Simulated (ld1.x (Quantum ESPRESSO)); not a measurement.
**Which change was made? (Zn, TM)**

Zn (Z = 30), norm-conserving Troullier–Martins (Kleinman–Bylander form), made with ld1.x (Quantum ESPRESSO) 7.5 (LDA (PZ), scalar-relativistic). Core [Ne] 3s2, reference 3p6 3d10 4s1.75 4p0 (charge +0.25). Waves: 4s (bound): rc 2.10 bohr; 3p (bound): rc 1.15 bohr; 3d (bound): rc 0.95 bohr. Local part: all-electron potential smoothed inside 0.95 bohr (lloc = -1). Core correction: none.

Cutoffs, loose and tight: the cutoffs (Ry, on a coarse ladder) from which the occupation-weighted sum of valence levels, in a spherical-Bessel basis at the reference potential, stays within 10 and 1 mRy of its value at 400 Ry. They do not see the model core or the augmentation charge, which bear on the density cutoff. Test errors are all-electron minus pseudo excitation energies from the reference, over the configurations 3p6 3d10 4s2 4p0; 3p6 3d10 4s1 4p0; 3p6 3d10 4s0 4p0; 3p6 3d10 4s0 4p2; 3p5 3d10 4s2 4p0; 3p6 3d9 4s2 4p0; 3p6 3d10 4s0 4p1 (two spin-polarised tests are not counted in the largest error); variants that change the core or the reference have their own tests. The largest error is taken over the tests solved by every variant that gives reliable tests at all, those not shown here included: 3p5 3d10 4s2 4p0; 3p6 3d10 4s0 4p0; 3p6 3d10 4s0 4p1; 3p6 3d10 4s0 4p2; 3p6 3d10 4s2 4p0; 3p6 3d9 4s2 4p0.

The base gives: outcome: generated; cutoff, loose: 260 Ry; cutoff, tight: over 300 Ry; bound ghosts: s; largest test error (meV): -57.

Question: After one change the result is: outcome: generated; cutoff, loose: 260 Ry; cutoff, tight: over 300 Ry; bound ghosts: s; largest test error (meV): -42. Which change was it?
A. wave 4s (bound): rc 2.10 bohr becomes 4s (bound): rc 2.48 bohr
B. wave 4s (bound): rc 2.10 bohr becomes 4s (bound): rc 1.74 bohr
C. wave 4s (bound): rc 2.10 bohr becomes 4s (bound): rc 3.08 bohr

Answer: A. The others give: wave 4s (bound): rc 2.10 bohr becomes 4s (bound): rc 1.74 bohr → outcome: generated; cutoff, loose: 260 Ry; cutoff, tight: over 300 Ry; bound ghosts: s; largest test error (meV): -72 | wave 4s (bound): rc 2.10 bohr becomes 4s (bound): rc 3.08 bohr → outcome: generated; cutoff, loose: 260 Ry; cutoff, tight: over 300 Ry; bound ghosts: s; largest test error (meV): +159.
